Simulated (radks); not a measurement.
These are the eigenvalues of the occupied orbitals of an atom or ion with whole-number occupations (hartree). All-electron calculation, scalar-relativistic Kohn-Sham, PBE, spin-polarised, spherical densities, finite nucleus; Fermi nuclear charge, rms radius of each element as measured or else 0.836 A^(1/3) + 0.57 fm. Program: a radial shooting solver on a logarithmic mesh with Libxc functionals.

orbital  eigenvalue
1s down   -890.0218
1s up     -890.0218
2s up     -131.6837
2s down   -131.6443
2p up     -118.2657
2p down   -118.2359
3s up     -25.36457
3s down   -25.34500
3p up     -20.95724
3p down   -20.93473
3d up     -13.96570
3d down   -13.93019
4s up      -5.09267
4s down    -4.92587
4p up      -3.80231
4p down    -3.63040
4d up      -1.91213
5s up      -1.28981
5s down    -1.22832

Which element is it, and in what charge state? The configuration may be excited. Open shells, if any, are filled with parallel spins first.

Answer. Z = 46, palladium, charge +3: Pd3+ in [Kr] 4d5 5s2. The list shows which subshells hold electrons but not how many an open one holds; the 1s level, -890.02 hartree, gives Z - s = 42.2 by -(Z - s)^2/2, which with screening and relativity narrows Z to a few neighbours, and the depths of the outer levels then fix element, charge and occupations together.
